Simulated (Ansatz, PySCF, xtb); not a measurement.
C2H4 (SMILES C=C) and CH4O (SMILES CO) are pulled apart as rigid monomers along the line of their centres of mass, from the B3LYP-D3(BJ)/def2-TZVP minimum. Starting geometry (charge 0, multiplicity 1):
```xyz
12

C      0.702     0.208     0.024
C     -0.606     0.027    -0.101
H      1.166     1.167    -0.174
H      1.361    -0.596     0.327
H     -1.069    -0.933     0.095
H     -1.266     0.830    -0.406
C     -0.206    -0.598     3.696
O     -0.338     0.723     3.199
H     -0.982    -1.267     3.306
H     -0.313    -0.547     4.779
H      0.775    -1.031     3.468
H     -0.246     0.693     2.238
```

Interaction energies with rigid monomers; basis-set methods are counterpoise corrected unless marked otherwise.

Rows in 6-31G* carry no dispersion term and start afresh at each structure (6-31G* with six Cartesian d functions).

Codes used: Ansatz (Gaussian basis) for Hartree–Fock, density functionals and correlated methods; PySCF for 6-31G* rows, the dispersion terms; xtb for the GFN methods. 

```json
[
 {"C1···H12 (Å)": "2.23", "GFN-FF (kcal/mol)": "-2.01", "HF/6-31G* (kcal/mol)": "1.65", "HF/aug-cc-pVDZ (kcal/mol)": "1.71", "PBE/def2-TZVPPD (kcal/mol)": "-1.59", "PBE-D4/def2-TZVPPD (kcal/mol)": "-2.96"},
 {"C1···H12 (Å)": "2.46", "GFN-FF (kcal/mol)": "-2.69", "HF/6-31G* (kcal/mol)": "-0.59", "HF/aug-cc-pVDZ (kcal/mol)": "…", "PBE/def2-TZVPPD (kcal/mol)": "…", "PBE-D4/def2-TZVPPD (kcal/mol)": "-3.43"},
 {"C1···H12 (Å)": "2.80", "GFN-FF (kcal/mol)": "-2.26", "HF/6-31G* (kcal/mol)": "-1.45", "HF/aug-cc-pVDZ (kcal/mol)": "-1.15", "PBE/def2-TZVPPD (kcal/mol)": "-2.07", "PBE-D4/def2-TZVPPD (kcal/mol)": "-2.87"},
 {"C1···H12 (Å)": "3.39", "GFN-FF (kcal/mol)": "-1.14", "HF/6-31G* (kcal/mol)": "-1.04", "HF/aug-cc-pVDZ (kcal/mol)": "-0.95", "PBE/def2-TZVPPD (kcal/mol)": "-1.18", "PBE-D4/def2-TZVPPD (kcal/mol)": "-1.59"},
 {"C1···H12 (Å)": "4.35", "GFN-FF (kcal/mol)": "-0.27", "HF/6-31G* (kcal/mol)": "-0.37", "HF/aug-cc-pVDZ (kcal/mol)": "-0.41", "PBE/def2-TZVPPD (kcal/mol)": "-0.41", "PBE-D4/def2-TZVPPD (kcal/mol)": "-0.54"}
]
```

**Question.** What belongs in the gaps?

**Answer.** 
- 2.46, PBE/def2-TZVPPD (kcal/mol): -2.30
- 2.46, HF/aug-cc-pVDZ (kcal/mol): -0.29

Ansatz is a quantum-chemistry and plane-wave program.
